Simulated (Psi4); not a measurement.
C2H9AsGa (SMILES [CH3][Ga]([CH3])<-[AsH3]), doublet, at a GFN2-xTB geometry (such geometries of metal compounds can be far from the true shape) (the spin is typed, not shown lowest). Base run: PBE0/6-31G (Psi4).

Geometry (Å):
```xyz
13

Ga     0.3911     1.0046     0.1308
C      1.8835     2.5265    -0.1708
H      2.5572     2.3022    -1.0012
H      2.4743     2.6301     0.7429
H      1.3855     3.4783    -0.3701
C     -0.9383     1.3145     1.7772
H     -1.6921     0.5252     1.8315
H     -1.4449     2.2764     1.6722
H     -0.3750     1.3252     2.7135
As    -0.6224    -1.7999    -0.5531
H     -0.0307    -2.0151     0.8053
H      0.7258    -2.0047    -1.1744
H     -0.8553    -3.3103    -0.6605
```
Charge 0, spin multiplicity 2.
Orbitals are unrestricted.
All else is at Psi4's defaults (density fitting, Cartesian functions).

Each row names what was changed in the base input (with any setting that the change needs).

```tsv
change	basis functions	E (Eh)	dipole (D)
base	94	-4240.66082	0.49
basis = cc-pVDZ-DK; relativity = spin-free X2C (with scf_type pk)	127	-4285.42800	0.20
basis = cc-pVDZ-DK; relativity = none (with scf_type pk)	127	-4217.59877	0.29
```

Total energies compare only within one method and basis.

Open shells are given as the SCF converged; they aren't shown to be the lowest states, and a large step between rows can be another state.

Basis sets contracted for a relativistic Hamiltonian are a mismatch without it, so the rows without relativity aren't non-relativistic limits. No row has spin-orbit coupling; sets with core potentials leave out the core electrons.
